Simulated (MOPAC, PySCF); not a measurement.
H₃F₂GaSi, SMILES `[F][Ga]([F])[SiH3]`, neutral singlet in the gas phase. 

Z-matrix (Å, degrees):
```
Si
H 1 1.4812
H 1 1.4828 2 110.45
H 1 1.4829 2 110.40 3 121.66
Ga 1 2.3795 2 109.63 4 119.11
F 5 1.7494 1 125.90 2 -1.30
F 5 1.7502 6 109.85 1 179.93
```
Charge 0, spin multiplicity 1.

All levels are single points at this geometry (r2SCAN-D4/def2-TZVP); Pople sets use spherical d functions. Orbital energies aren't observables, and empty levels follow the basis.

PBE-D3(BJ)/def2-TZVP in PySCF gives gap (eV) = 5.28.

Question: Estimate the gap (eV) from each of these levels: r2SCAN-D4/def2-TZVP in PySCF; B3LYP/6-31G* in PySCF; B3LYP/LANL2DZ in PySCF; BP86/6-31G* in PySCF; SVWN5/6-31G* in PySCF; HF/3-21G in PySCF; AM1 in MOPAC; PM3 in MOPAC.

Answer: 
```csv
level,gap (eV)
r2SCAN-D4/def2-TZVP in PySCF,5.77
B3LYP/6-31G* in PySCF,6.96
B3LYP/LANL2DZ in PySCF,7.26
BP86/6-31G* in PySCF,5.36
SVWN5/6-31G* in PySCF,5.29
HF/3-21G in PySCF,12.97
AM1 in MOPAC,8.21
PM3 in MOPAC,7.53
```
